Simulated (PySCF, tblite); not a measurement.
Isomers of C4H7ClSSi, one GFN2-xTB conformer each. Single-point energies are computed at PBE0/pcSseg-1 (PySCF, gas phase, no added dispersion term), electronic only.

```
                SMILES  GFN2-xTB relative energy (kJ/mol)
C=C(Cl)[SiH2][C@H]1CS1                              165.6
     CC#C[Si@@H](Cl)SC                                0.0
     C[Si](C)(Cl)C=C=S                               51.8
```

Conformers: `[CH2:1]=[C:2]([Cl:3])[SiH2:4][C@H:5]1[CH2:6][S:7]1` with C1–C2–Si4–C5 130°, C2–Si4–C5–C6 94°; `[CH3:1][C:2]#[C:3][Si@@H:4]([Cl:5])[S:6][CH3:7]` with C3–Si4–S6–C7 56°; `[CH3:1][Si:2]([CH3:3])([Cl:4])[CH:5]=[C:6]=[S:7]` with C1–Si2–C5–C6 -62°.

Q: What does PBE0/pcSseg-1 give for the same structures?

A: 
```
                SMILES  PBE0/pcSseg-1 E (Eh)  PBE0/pcSseg-1 (kJ/mol)  GFN2-xTB (kJ/mol)  point group
     C[Si](C)(Cl)C=C=S           -1303.89954                     0.0               51.8           Cs
     CC#C[Si@@H](Cl)SC           -1303.87859                    55.0                0.0           C1
C=C(Cl)[SiH2][C@H]1CS1           -1303.80994                   235.2              165.6           C1
```

GFN2-xTB puts CC#C[Si@@H](Cl)SC lowest instead; measured from each level's own lowest isomer, the values differ by up to 69.6 kJ/mol (C=C(Cl)[SiH2][C@H]1CS1: 165.6 against 235.2). As drawn, the lowest has cumulated double bonds and a C=S bond, which the highest lacks; the highest has a three-membered ring, which the lowest lacks.

Q: Which frontier levels, dipoles and rotational constants go with these structures?

A: 
```csv
SMILES,"HOMO (eV, PBE0/pcSseg-1)",LUMO (eV),dipole (D),"A, B, C (MHz)"
C[Si](C)(Cl)C=C=S,-6.74,-2.18,1.13,"2671, 688.2, 665.9"
CC#C[Si@@H](Cl)SC,-6.92,-0.56,3.90,"1453, 1031, 646.3"
C=C(Cl)[SiH2][C@H]1CS1,-6.61,-0.82,1.62,"3081, 790.0, 661.3"
```

Q: What happens when harmonic zero-point energies from GFN2-xTB frequencies are added?

A: 
| SMILES | ZPE (kJ/mol) | electronic (kJ/mol) | with ZPE (kJ/mol) |
| --- | --- | --- | --- |
| C[Si](C)(Cl)C=C=S | 252.0 | 0.0 | 0.0 |
| CC#C[Si@@H](Cl)SC | 248.9 | 55.0 | 51.9 |
| C=C(Cl)[SiH2][C@H]1CS1 | 243.4 | 235.2 | 226.7 |

The zero-point energies span 8.6 kJ/mol. The order is unchanged.
